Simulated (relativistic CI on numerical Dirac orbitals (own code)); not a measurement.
Pd³⁺: 4p photoemission

Computed with this model: Dirac-Coulomb-Breit CI, orbitals from a KLI potential per configuration, model QED (radiative potential, 1s self-energy scaled to tabulated hydrogen-like ionisation energies), valence Slater integrals scaled by 0.8, multiplet model of photoemission in the sudden approximation; configurations [Kr] 4d7 → [Ar] 3d10 4s2 4p5 4d7; 80 K; Lorentzian 1.2 eV and Gaussian 0.6 eV FWHM. Energies are those of the free ion, without screening or charge transfer. The energies are binding energies and can lie tens of eV above those of solids. S is read from ⟨S²⟩ = S(S + 1).

Field parameters in Wybourne normalisation: D3d B²₀ = −7Dσ, B⁴₀ = −14Dq − 21Dτ, B⁴₃ = −14√(10/7) Dq. The field is a parameter set, without covalency.

Computed curve for free ion, scaled to 100 at the maximum (points under 2 are left out and the grid is thinned):

Energy (eV), Intensity and a bar:
```
     90.8        2.1 
     91.6        2.7 
     92.2        3.3 
     93.0        4.5 #
     93.6        6.0 #
     94.4        9.9 ##
     95.0       16.5 ####
     95.8       44.1 #############
     96.6      100.0 ##############################
     97.2       74.4 ######################
     98.0       51.3 ###############
     98.6       64.0 ###################
     99.4       84.3 #########################
    100.0       63.1 ###################
    100.8       48.8 ##############
    101.4       42.4 ############
    102.2       38.7 ###########
    103.0       29.0 ########
    103.6       24.5 #######
    104.4       35.3 ##########
    105.0       59.6 ##################
    105.8       56.9 #################
    106.4       30.6 #########
    107.2       15.5 ####
    108.0       14.4 ####
    108.6       15.4 ####
    109.4       17.2 #####
    110.0       18.1 #####
    110.8       20.7 ######
    111.4       19.4 #####
    112.2       35.4 ##########
    112.8       41.8 ############
    113.6       46.5 ##############
    114.4       46.3 ##############
    115.0       22.6 ######
    115.8        9.6 ##
    116.4        7.1 ##
    117.2        4.9 #
    117.8        3.2 
    118.6        2.1
```

The ground state has S = 1.48, and the centroid lies at 103.49 eV.
